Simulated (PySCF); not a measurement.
C4H7NSi, SMILES C(=C/[SiH3])(/C#N)C. Heavy atoms are numbered as in [CH3:1]/[C:2]([C:3]#[N:4])=[CH:5]/[SiH3:6]. Hydrogens are named by the atom that carries them.

Coordinates come from a PBE0-D3(BJ)/def2-SVP optimisation. The geometry has at least one imaginary mode, so it is a saddle point at that level. The structure was generated by enumeration; whether it is a known compound was not checked.

Level of theory: PBE0/pcSseg-1 (PySCF).

GIAO shieldings, no solvent; atoms alike by connectivity are averaged. δ = σ(ref) − σ: ¹³C against TMS (σ = 186.3 ppm); ¹⁵N against NH3 (σ = 267.4 ppm); ²⁹Si against TMS (σ = 352.7 ppm); ¹H against TMS (σ = 31.56 ppm), references at their B3LYP-D3(BJ)/def2-TZVP geometries, non-relativistic.

Computed chemical shifts:
```csv
nucleus,atoms,count,δ (ppm)
¹³C,C5 (CH),1,148.7
¹³C,C2,1,142.2
¹³C,C3,1,124.7
¹³C,C1 (CH3),1,29.9
¹⁵N,N4,1,329.2
²⁹Si,Si6 (SiH3),1,-78.2
¹H,H on C5,1,6.86
¹H,H on Si6,3,4.53
¹H,H on C1,3,2.40
```
